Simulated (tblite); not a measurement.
Compound: C5H8N2SSi.
Numbering: `[CH2:1]=[CH:2][c:3]1[cH:4][c:5]([S:6][SiH3:7])[n:8][nH:9]1` (hydrogens: H10, H11 on C1; H12 on C2; H13 on C4; H14, H15, H16 on Si7; H17 on N9)

Cartesian coordinates in Å at the GFN2-xTB level; atoms count from 1:
```xyz
17
C5H8N2SSi angstrom
C     -3.482    0.663    0.157
C     -2.539   -0.121   -0.354
C     -1.136   -0.025   -0.038
C     -0.424    0.820    0.800
C      0.911    0.410    0.673
S      2.345    1.014    1.429
Si     3.610   -0.423    0.414
N      1.020   -0.606   -0.174
N     -0.222   -0.860   -0.596
H     -3.249    1.444    0.860
H     -4.516    0.548   -0.114
H     -2.800   -0.899   -1.061
H     -0.793    1.612    1.415
H      3.216   -1.751    0.847
H      3.525   -0.166   -1.013
H      4.918   -0.049    0.950
H     -0.390   -1.601   -1.257
```

Level: GFN2-xTB in tblite, geometry and Hessian alike; calculated harmonic values, unscaled, isolated species. Against measured fundamentals such values can be off by several per cent, at times by over 20. Modes of hydrogen on silicon can be 10 to 20 % off. One conformer, not necessarily the lowest.

Harmonic wavenumbers (cm⁻¹): 46.9, 90.8, 99.8, 155.8, 162.7, 269.7, 311.0, 319.8, 435.1, 484.0, 494.7, 501.7, 549.3, 579.0, 598.0, 636.0, 692.2, 705.1, 735.5, 784.2, 788.0, 789.8, 886.1, 963.2, 977.2, 1005.4, 1039.4, 1099.4, 1150.7, 1207.3, 1298.0, 1370.6, 1392.1, 1399.5, 1450.1, 1531.3, 1671.1, 2278.7, 2346.6, 2352.1, 3045.9, 3118.5, 3146.9, 3205.3, 3457.9.

A = 3788, B = 600.7, C = 521.7 MHz; mass 156.018 u (most abundant isotopes); point group Cs, symmetry number 1.

Q: What is the zero-point energy?

A: ½Σν̃ = 25811 cm⁻¹ = 73.80 kcal/mol.

Q: Entropy at 500 K, 1 bar (ideal gas, RRHO, classical rotation)?

A: Translation 43.64, rotation 31.52, vibration 49.40: S = 124.6 cal/(mol K).

Q: And Cp and H(500 K) − H(0)?

A: Cp = 56.96 cal/(mol K), of which vibrations give 49.01 (their classical limit is 45 R = 89.4); H(500 K) − H(0) = 16.90 kcal/mol without the zero-point energy, 12.93 from vibrations.

Q: Blend soft modes into free rotors: weight 1/[1 + (100 cm⁻¹/ν̃)⁴] for the oscillator and the rest for a rotor with moment μB/(μ + B), μ = h/(8π²ν), B = 10⁻⁴⁴ kg m². What vibrational entropy results?

A: 46.20 cal/(mol K) in place of 49.40, which changes −T·S at 500 K by +1.60 kcal/mol.

Q: How do the functions run with temperature in this model?

A: 
```csv
T (K),S (cal/(mol K)),Cp (cal/(mol K)),H − H(0) (kcal/mol),G − H(0) (kcal/mol),ln q(vib)
50,59.7,12.8,0.49,-2.49,0.46
100,70.2,18.0,1.27,-5.75,1.56
298.15,99.6,39.9,6.99,-22.69,6.55
373.15,109.3,47.2,10.26,-30.53,8.52
750,150.3,69.6,32.86,-79.85,18.13
1000,171.5,77.4,51.32,-120.15,23.86
```

q(vib) and H(0) count from the zero-point level.

Q: Which modes carry the vibrational entropy at 500 K?

A: 46.9 cm⁻¹: 5.97; 90.8 cm⁻¹: 4.66; 99.8 cm⁻¹: 4.47; 155.8 cm⁻¹: 3.60; 162.7 cm⁻¹: 3.51; 269.7 cm⁻¹: 2.54 cal/(mol K); the other 39 give 24.65 together.

Hindered rotation and anharmonicity are outside this model. Other conformers, if any are populated, would add a mixing term that is left out.

Time: 2.5 s. Hardware: one thread, Intel Xeon at 2.50 GHz (x86_64) (shared host). This covers the Hessian and the dipole derivatives.
